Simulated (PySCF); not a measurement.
PBE on Se- (selenium, charge -1), [Ar] 3d10 4s2 4p5, 2P determinant. All numbers are calculated (PySCF 2.14, scalar relativity through the core potential, in aug-cc-pVQZ-PP with one added diffuse shell each of s, p, d, f, g type with ECP10MDF (8s7p6d4f3g, 114 functions)).

```
cycle= 1 E= -373.199361357358  delta_E= -0.0129  |g|= 0.105  |ddm|= 1.07
cycle= 2 E= -373.198240857681  delta_E= 0.00112  |g|= 0.113  |ddm|= 0.378
cycle= 3 E= -373.200636390674  delta_E= -0.0024  |g|= 0.0179  |ddm|= 0.285
cycle= 4 E= -373.200892075969  delta_E= -0.000256  |g|= 0.00289  |ddm|= 0.0681
cycle= 5 E= -373.200901353751  delta_E= -9.28e-06  |g|= 0.000188  |ddm|= 0.00883
cycle= 6 E= -373.200901407503  delta_E= -5.38e-08  |g|= 5.46e-05  |ddm|= 0.000779
cycle= 7 E= -373.200901411538  delta_E= -4.04e-09  |g|= 7.48e-06  |ddm|= 0.000214
cycle= 8 E= -373.200901411604  delta_E= -6.63e-11  |g|= 1.97e-07  |ddm|= 2.54e-05
converged SCF energy = -373.200901411604  <S^2> = 0.75492897  2S+1 = 2.0049229
```

Highest occupied orbital energy: 0.937 eV; ⟨L²⟩ = 2.03; populations by l: s 4.00, p 11.00, d 10.00, f 0.00.

**Question.** Can this result be used?

**Answer.** With care. Self-consistency was reached. Energies and moments cover only the electrons outside the core potential. At PBE the highest occupied level has a positive energy, so only the finite basis holds that electron; in a semilocal or global hybrid functional this comes from self-interaction and does not mean that the real anion is unbound.
